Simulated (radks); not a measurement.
Trend from Co4+ to Ir4+: ionisation energy by Delta-SCF between NIST ground configurations, and size. Calculated with a radial shooting solver on a logarithmic mesh with Libxc functionals: non-relativistic Kohn-Sham, r2SCAN, spin-polarised, spherical densities, point nucleus; open shells are filled with parallel spins first (spin-orbit coupling, left out, can overturn this in heavy ions); meta-GGA in the generalised Kohn-Sham scheme.

| species | configuration | configuration of the ion | IE (eV) | NIST (eV) | kind | -e(HOMO) (eV) | outermost | <r> outermost (bohr) | r at 0.001 e/bohr^3 (bohr) |
|---|---|---|---|---|---|---|---|---|---|
| Co4+ | [Ar] 3d5 | [Ar] 3d4 | 80.720 | 79.5 | semi-emp. | 69.397 (3d) | 3d | 0.862 | 2.44 |
| Rh4+ | [Kr] 4d5 | [Kr] 4d4 | 65.480 | 63 | theory | 57.528 (4d) | 4d | 1.29 | 2.92 |
| Ir4+ | [Xe] 4f14 5d5 | [Xe] 4f14 5d4 | 60.934 | 57 | theory | 53.783 (5d) | 5d | 1.45 | 3.10 |

Reference values: NIST Atomic Spectra Database (exp. = measured, semi-emp. = semi-empirical, theory = theoretical value adopted there). Relativity is left out here, which matters for elements this heavy. Open shells are spherical and high-spin; term and fine-structure splittings are not resolved.
